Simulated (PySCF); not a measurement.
## Name the molecule from its bond curve

A diatomic of charge 0 contains Cd. Its triplet curve at PBE0 in a double-zeta basis (scalar-relativistic core potentials, PySCF), in eV from the separated fragments:

(R (Å), E (eV)): (1.880, -0.500), (1.967, -0.787), (2.055, -0.938), (2.120, -0.990), (2.186, -1.003), (2.252, -0.989), (2.339, -0.942), (2.448, -0.857), (2.579, -0.740), (2.754, -0.586)

The fit gives ωe = 403 cm⁻¹ and the rotational constant Bₑ = 0.3263 cm⁻¹.

Q: Which atom is the partner?

A: The minimum lies at 2.181 Å, so the reduced mass is 16.8576 u Å² cm⁻¹/(Bₑ·Re²) = 10.86 u. With Cd at 113.90 u the partner weighs about 12.0 u: C. The molecule is CdC.

Spin–orbit coupling is left out. The state was picked by a PBE0 search and need not be the measured ground state.
